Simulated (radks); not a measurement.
These are the eigenvalues of the occupied orbitals of an atom or ion with whole-number occupations (eV). Method: scalar-relativistic Kohn-Sham, PBE, spin-polarised, spherical densities, point nucleus; computed with a radial shooting solver on a logarithmic mesh with Libxc functionals.

1s up: -25330.41
1s down: -25330.39
2s down: -3729.487
2s up: -3729.482
2p down: -3345.170
2p up: -3345.169
3s up: -683.6791
3s down: -683.6684
3p up: -557.4545
3p down: -557.4444
3d up: -358.4357
3d down: -358.4316
4s down: -95.0133
4s up: -95.0065
4p up: -58.5304
4p down: -58.5196
4d up: -7.5034
4d down: -7.2978
5s up: -4.7338

Which element is it, and in what charge state? The configuration may be excited. Open shells, if any, are filled with parallel spins first.

Answer. Z = 47, silver, charge 0: Ag in [Kr] 4d10 5s1. The list shows which subshells hold electrons but not how many an open one holds; the 1s level, -930.88 hartree, gives Z - s = 43.1 by -(Z - s)^2/2, which with screening and relativity narrows Z to a few neighbours, and the depths of the outer levels then fix element, charge and occupations together.
